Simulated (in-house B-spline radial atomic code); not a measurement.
Checks on a self-consistent run for the molybdenum ion Mo⁸⁺, [Ar] 3d10 4s1 (4p1/2)2 (4p3/2)2 (5d5/2)1. Computed with a radial B-spline atomic code at the basis-set limit: Dirac-Hartree-Fock, average of the jj configuration, Fermi nucleus of rms radius 4.4091 fm.

| orbital | q | ε (Eh) | <1/r> | <r²> | small-component weight |
| --- | --- | --- | --- | --- | --- |
| 1s1/2 | 2 | -745.02878 | 43.5522 | 0.00166785 | 0.023472 |
| 2s1/2 | 2 | -112.71386 | 9.94045 | 0.0276722 | 0.0048387 |
| 2p1/2 | 2 | -103.80848 | 9.88223 | 0.0209981 | 0.004813 |
| 2p3/2 | 4 | -99.85220 | 9.41341 | 0.0223569 | 0.0046562 |
| 3s1/2 | 2 | -24.80224 | 3.41469 | 0.207037 | 0.0013 |
| 3p1/2 | 2 | -21.38041 | 3.31508 | 0.204396 | 0.0012473 |
| 3p3/2 | 4 | -20.67583 | 3.19939 | 0.214853 | 0.0012033 |
| 3d3/2 | 4 | -14.63418 | 3.00444 | 0.199886 | 0.0010829 |
| 3d5/2 | 6 | -14.50246 | 2.97694 | 0.202667 | 0.0010717 |
| 4s1/2 | 1 | -7.63044 | 1.33079 | 1.17625 | 0.00033706 |
| 4p1/2 | 2 | -6.40213 | 1.23758 | 1.32372 | 0.00030015 |
| 4p3/2 | 2 | -6.31013 | 1.21545 | 1.36489 | 0.0002963 |
| 5d5/2 | 1 | -2.37300 | 0.526216 | 7.41948 | 9.2704e-05 |

Electron-electron repulsion V_ee = 1346.4393 hartree.

(1) What total energy follows from the eigenvalues?

(2) Does the Dirac virial theorem hold?

(3) What diamagnetic shielding (Lamb formula) and susceptibility (Langevin formula) do the radii give?

Results:

(1) The eigenvalues count the repulsion twice, so E = Σqε - V_ee = -2678.559 - 1346.439 = -4024.998 hartree; the run printed -4024.998.

(2) For a point nucleus E = -2c²Σq·w, with w the small-component weight. Here Σq·w = 0.10717 and c = 137.0360, so the ratio E/(-2c²Σq·w) is 1.000027; the finite nucleus accounts for the departure from 1.

(3) σ = (α²/3)Σq<1/r> = 227.303/(3·137.036²) = 4034.7 ppm, and χ = -0.79199×10⁻⁶·Σq<r²> = -14.15×10⁻⁶ cm³/mol with Σq<r²> = 17.861 bohr². Both are non-relativistic formulas without the paramagnetism of open shells.
